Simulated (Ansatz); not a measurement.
Basis sets compared for Au₂O₂⁻. Charge -1, multiplicity 2. Geometry PBE-D4/def2-TZVPD. Ansatz on 4 threads of Intel Xeon on a shared host; times are rough, and most runs start from earlier orbitals.

```xyz
4

Au   -2.022   -1.589   -1.827
Au   -0.349   -0.457   -0.235
O     1.025    0.391    1.109
O     1.346    1.655    0.954
```

In the def2 sets Au takes a core potential; there is no spin–orbit coupling. The structure holds one bond between oxygen atoms, so isomers without such links may lie far lower. The structure comes from a short search, and lower isomers may exist.

```json
{"level": "PBE-D4/def2-SVPD", "functions": "116", "energy (Eh)": "-421.7619", "HOMO (eV)": "-0.20", "LUMO (eV)": "0.60", "wall time": "3.8 s"}
{"level": "PBE0-D4/def2-SVPD", "functions": "116", "energy (Eh)": "-421.6336", "HOMO (eV)": "-1.19", "LUMO (eV)": "2.12", "wall time": "7 s"}
```

(1) Estimate the rows for PBE-D4/def2-TZVPD (with forces), PBE0-D4/def2-TZVPD.

Answers

(1) 
```tsv
level	functions	energy (Eh)	HOMO (eV)	LUMO (eV)	wall time
PBE-D4/def2-TZVPD (with forces)	166	-421.9474	-0.21	0.63	6.5 s
PBE0-D4/def2-TZVPD	166	-421.8194	-1.17	2.03	11 s
```
